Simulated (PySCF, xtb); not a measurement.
Bi(Et)(OH)2 (C₂H₇BiO₂), SMILES C[CH2][Bi]([OH])[OH].

GFN2-xTB (xtb) at its own geometry gives an orbital gap of 6.15 eV and a dipole moment of 2.68 D.

Geometry: B3LYP-D3(BJ)/def2-SVP. The def2 effective core potentials stand for the cores of Bi; spin–orbit coupling is left out. Other conformers were not sampled.

**Question.** What does r2SCAN/def2-TZVP run with PySCF give? (Estimate from the structure and the level; the computed values follow.)

**Answer.** gap 4.81 eV (levels -6.19 and -1.37 eV), dipole 2.75 D.
